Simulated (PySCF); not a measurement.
## Ionisation energy of Br by level of theory

Br [Ar] 3d10 4s2 4p5 (2P) → Br⁺ [Ar] 3d10 4s2 4p4 (3P), as a difference of total energies. Computed with PySCF 2.14 in aug-cc-pVQZ-PP with ECP10MDF, with scalar relativity through the core potential. Correlated levels: valence: 3s2 3p6 3d10 frozen. The calculations carry no spin-orbit coupling.

| method | ionisation energy (eV) | error (eV) |
| --- | --- | --- |
| UHF | 10.708 | -1.136 |
| MP2 (valence) | 11.673 | -0.171 |
| SCS-MP2 (valence) | 11.690 | -0.154 |
| CCSD (valence) | 11.682 | -0.162 |
| CCSD(T) (valence) | 11.732 | -0.112 |

Reference: 11.844 eV (measured; NIST levels, between the centres of gravity of the two terms).

Errors of the correlated levels include the incompleteness of this basis and the frozen core.
